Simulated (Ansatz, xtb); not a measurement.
# Ranking isomers of H7OSbSi2

3 gas-phase structures of H7OSbSi2, found in a search over its isomers (lower ones may exist). Each was relaxed with GFN2-xTB; where two conformers were screened, the lower at r2SCAN-D4/def2-SVP is listed:

A. `[SiH3][SiH2][O][SbH2]`, a singlet
B. `[SiH3]O[SiH2][SbH2]`, a singlet
C. `[SiH3][O][SbH][SiH3]`, a singlet

Which do you expect lowest at r2SCAN-D4/def2-SVP, and how would the others follow?

Calculated order at r2SCAN-D4/def2-SVP: B (0.000), C (0.954), A (1.330) eV.

Energies above the lowest of each column, in eV; the last columns are at PBE0-D3(BJ)/def2-SVP geometries and were run for some of them only (a dash: not run or not comparable):

| structure | GFN2-xTB | HF/STO-3G | r2SCAN-D4/def2-SVP | PBE0-D3(BJ)/def2-SVP | CCSD(T)/def2-SVP + ΔMP2/def2-TZVPP |
| --- | --- | --- | --- | --- | --- |
| B | 0.000 | 0.000 | 0.000 | 0.000 | 0.000 |
| C | 0.467 | 0.622 | 0.954 | 1.017 | 1.049 |
| A | 1.234 | 0.951 | 1.330 | – | – |

Every level run on B puts it lowest or level with the lowest. Flexible structures stand in one conformer each, not always the lowest. Frequencies (PBE0-D3(BJ)/def2-SVP) were run for B, C alone. Atoms past krypton carry core potentials in the def2 sets, without spin–orbit terms. ΔMP2 is the change of the MP2 energy from the smaller to the larger basis.

Programs: Ansatz 0.2.0, xtb 6.7.1.
